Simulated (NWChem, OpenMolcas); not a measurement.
## A ladder of methods for C2H7AlO (SMILES C[CH2][AlH][OH])

C2H7AlO: 11 atoms, total charge 0, spin state singlet. SMILES: `C[CH2][AlH][OH]`. Geometry: relaxed at PBE0-D4/def2-TZVP. This is one conformer, not always the lowest.

| atom | x (Å) | y (Å) | z (Å) |
| --- | --- | --- | --- |
| C | -1.1116 | 0.8294 | 0.1064 |
| C | 0.1759 | 0.3880 | 0.8020 |
| Al | 1.2545 | -0.9479 | -0.1378 |
| O | 0.7626 | -1.5768 | -1.6393 |
| H | -1.7910 | -0.0119 | -0.0587 |
| H | -1.6626 | 1.5750 | 0.6876 |
| H | -0.9106 | 1.2733 | -0.8729 |
| H | -0.0493 | -0.0100 | 1.8007 |
| H | 0.8188 | 1.2568 | 0.9979 |
| H | 2.6223 | -1.5227 | 0.4124 |
| H | -0.0438 | -1.3101 | -2.0778 |

Quantity: the energy change with the C1–C2 bond stretched from 1.529 to 1.987 Å, in eV. The values are calculated.

| level | kind | program | value (eV) | less CCSD(T)/6-31G* |
| --- | --- | --- | --- | --- |
| HF/6-31G* (spherical functions) (restricted) | Hartree–Fock | OpenMolcas | 1.59 | +0.18 |
| SVWN5/6-31G* (spherical functions) (restricted) | LDA | OpenMolcas | 1.52 | +0.11 |
| BLYP/6-31G* (spherical functions) (restricted) | GGA | OpenMolcas | 1.19 | -0.22 |
| PBE/6-31G* (spherical functions) (restricted) | GGA | OpenMolcas | 1.33 | -0.08 |
| revPBE/6-31G* (spherical functions) (restricted) | GGA | OpenMolcas | 1.26 | -0.15 |
| M06-L/6-31G* (spherical functions) (restricted) | meta-GGA | OpenMolcas | 1.49 | +0.08 |
| B3LYP/6-31G* (spherical functions) (restricted) | global hybrid | OpenMolcas | 1.36 | -0.05 |
| B2PLYP/6-31G* (spherical functions) (restricted) | double hybrid | OpenMolcas | 1.43 | +0.02 |
| MP2/6-31G* (spherical functions) (restricted) | perturbation theory | OpenMolcas | 1.52 | +0.11 |
| CCSD(T)/6-31G* (spherical functions) (restricted) | coupled cluster or CI | NWChem | 1.41 | 0.00 |

Differences are taken from CCSD(T)/6-31G* (spherical functions) (restricted) for orientation; it has basis-set and higher-order errors of its own. The first shape isn't each level's own minimum. The values span 1.19 to 1.59 eV.
